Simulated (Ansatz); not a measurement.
Cost and result for the atomization energy of `N[CH2][GeH2][NH2]` (12 atoms, 11 bonds).

```tsv
atom	x (Å)	y (Å)	z (Å)
N1	1.7969	0.5962	-0.8619
C2	0.7265	-0.3523	-0.5926
Ge3	-0.4833	0.4024	0.7690
N4	-2.0428	-0.5492	1.0247
H5	2.4725	0.2179	-1.5142
H6	1.4331	1.4472	-1.2714
H7	1.1565	-1.2642	-0.1686
H8	0.1358	-0.6567	-1.4705
H9	-0.8969	1.8153	0.3055
H10	0.2235	0.4623	2.1325
H11	-1.9124	-1.4557	1.4515
H12	-2.6096	-0.6631	0.1960
```

The species carries charge 0 and has multiplicity 1. Correlated methods include outer-core shells of Ge, which these sets cover unevenly. Scalar relativity is left out up to krypton. All single points use the PBE0-D4/def2-TZVP geometry. It is one conformer, not always the lowest. Program: Ansatz. All runs use 4 threads of an Arm Neoverse V1 on a shared host. Times are those of one run each, without the atoms' runs, and a repeat can differ threefold. Electronic energies, without spin–orbit coupling; frozen cores. CCSD(T)/CBS adds CCSD(T) − MP2 in def2-TZVPP to the MP2 limit, and its time is that of the two runs behind it. T1 = 0.010. With those shells the extrapolation isn't a true limit. B3LYP takes the VWN-RPA correlation (the form of Gaussian; ORCA's B3LYP/G).

CCSD(T)/CBS is a level of theory with its own doubt, some kJ/mol a heavy atom from the limit and from the frozen cores, so smaller differences don't rank the functionals.

| level | functions | wall time |
| --- | --- | --- |
| PBE-D4/def2-TZVPP (with forces) | 253 | 2.6 s |
| PBE0-D4/def2-TZVPP | 253 | 3.2 s |
| B3LYP-D4/def2-TZVPP (with forces) | 253 | 4.7 s |
| r2SCAN-D4/def2-TZVPP (with forces) | 253 | 4.8 s |
| B2PLYP/def2-TZVPP | 253 | 5.5 s |
| ωB97X-V/def2-TZVPP | 253 | 8.5 s |
| ωB97M-V/def2-TZVPP (with forces) | 253 | 12 s |
| MP2/def2-QZVPP | 500 | 28 s |
| CCSD(T)/def2-TZVPP | 253 | 3.8 min |
| CCSD(T)/CBS(def2) | – | 4.3 min |

(1) What atomization energy does each give, and how far from CCSD(T)/CBS? (An estimate is asked.)

## Answers

(1) Ansatz gave: 
```
                             level  atomization (kJ/mol)  difference from CCSD(T)/CBS  per bond
   PBE-D4/def2-TZVPP (with forces)                4002.3                         45.1       4.1
                PBE0-D4/def2-TZVPP                3932.4                        -24.8      -2.3
 B3LYP-D4/def2-TZVPP (with forces)                3954.2                         -3.0      -0.3
r2SCAN-D4/def2-TZVPP (with forces)                3924.1                        -33.1      -3.0
                 B2PLYP/def2-TZVPP                3903.7                        -53.5      -4.9
                ωB97X-V/def2-TZVPP                3969.9                         12.7       1.1
  ωB97M-V/def2-TZVPP (with forces)                3951.4                         -5.8      -0.5
                    MP2/def2-QZVPP                3925.3                        -31.9      -2.9
                CCSD(T)/def2-TZVPP                3849.0                       -108.2      -9.8
                 CCSD(T)/CBS(def2)                3957.2                          0.0       0.0
```

From PBE to PBE0 (25 % exact exchange), in def2-TZVPP and without D4, the atomization energy moves by −66.7 kJ/mol: exact exchange takes away binding that semilocal exchange gives to molecules. The D4 term adds +32.4 kJ/mol with B3LYP and +17.0 kJ/mol with PBE0; it sums over pairs of atoms, weighted by their polarisabilities, and B3LYP, whose exchange is more repulsive, gets the larger term. In def2-TZVPP, CCSD(T) changes the Hartree–Fock value by +1132.6 kJ/mol (the triples alone add +55.2 kJ/mol) and MP2 by +1145.0 kJ/mol; breaking electron pairs costs correlation energy, which Hartree–Fock lacks.
